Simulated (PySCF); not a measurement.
Spin states of SrB

Unrestricted PBE0; Sr def2-TZVPP with ECP28, B def2-TZVPP; scalar-relativistic core potentials (PySCF 2.14). Outer shells of the fragments: Sr 5s2; B 2s2 2p1.

Followed along the bond (rough minima from three points):

| 2Ms+1 | unpaired | ⟨S²⟩ at the start | R at minimum (Å) | Te (eV) |
| --- | --- | --- | --- | --- |
| 4 | σ ↑, π ↑↑ | 3.76 | 2.45 | 0.00 |
| 2 | π ↑ | 1.54 | 2.76 | 0.01 |
| 4 | σ ↑↑, π ↑ | 3.75 | 2.67 | 0.23 |
| 2 | σ ↓, π ↑↑ | 1.76 | 2.46 | 0.23 |
| 2 | σ ↑, π ↑↓ | 1.77 | 2.46 | 0.32 |

Solutions found at the starting distance of 2.525 Å, counted from the lowest of them; the search is not exhaustive and high or unbound solutions are not listed, so other states can lie among these:

```tsv
2Ms+1	unpaired	term	E (eV)	⟨S²⟩	⟨Lz²⟩	μ (D)
4	σ ↑, π ↑↑	⁴Σ⁻	0.00	3.76	0.00	-5.35
2	π ↑	mixed	0.11	1.54	1.01	-3.11
2	σ ↓, π ↑↑	mixed	0.23	1.76	0.00	-3.97
4	σ ↑↑, π ↑	⁴Π	0.26	3.75	1.01	-3.89
2	σ ↑, π ↑↓	mixed	0.32	1.77	2.02	-4.69
2	σ ↑	mixed	1.10	0.76	2.01	-5.31
```

A term symbol is given only where ⟨S²⟩ and ⟨Lz²⟩ are close to those of a pure state; real π, δ and φ orbitals otherwise mix terms. A positive dipole means Sr(−)B(+).

**Question.** Compare the gap between the two lowest followed solutions at the starting distance with the gap between their minima.

**Answer.** At PBE0 the second solution (Ms = 0.5 of mixed spin, unpaired electrons π ↑) lies +0.11 eV from the first (quartet, unpaired electrons σ ↑, π ↑↑) at 2.525 Å and +0.01 eV at the minima; the two curves relax by different amounts, since their minima lie near 2.76 and 2.45 Å. A gap this small is a tie at this level.

Spin–orbit coupling is left out.
